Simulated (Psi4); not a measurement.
CH$_{3}$AlF$_{2}$ (SMILES [CH3][Al]([F])[F]), singlet, at a GFN2-xTB geometry (such geometries of metal compounds can be far from the true shape), with bond 7-1 at 1.6 times its length. Base run: SVWN/STO-3G in Psi4 1.11.

Input for Psi4:
```
memory 2 GB

molecule mol {
0 1
  Al    0.051803    0.040118    0.002225
  C    -1.508056   -1.165732   -0.062339
  H    -1.306694   -2.038747   -0.683190
  H    -2.376647   -0.648902   -0.468207
  H    -1.760555   -1.537553    0.930633
  F     0.011008    1.601626   -0.529119
  F     2.407980   -0.684794    0.945856
}

set basis sto-3g
set reference rks

energy('svwn')
print_variables()
```

The base run was repeated with changes; each row names its change, and settings that it needs were set with it.

```csv
change,ΔE vs base (mEh),SCF cycles,grid points,basis functions
base,0.000,18,150330,27
dft_radial_scheme = becke,-0.002,18,132129,27
scf_initial_accelerator = none,0.000,18,150330,27
dft_radial_points = 35,-0.157,18,71469,27
dft_spherical_points = 110,-0.847,18,54843,27
puream = false,0.220,18,150330,27
puream = true,0.000,18,150330,27
guess = sadno,0.000,18,150330,27
dft_radial_points = 150,0.000,18,298190,27
damping_percentage = 50,0.001,80,150330,27
dft_radial_points = 50,-0.004,18,101433,27
dft_pruning_scheme = treutler,0.429,18,82586,27
basis_guess = true,0.000,18,150330,27
```
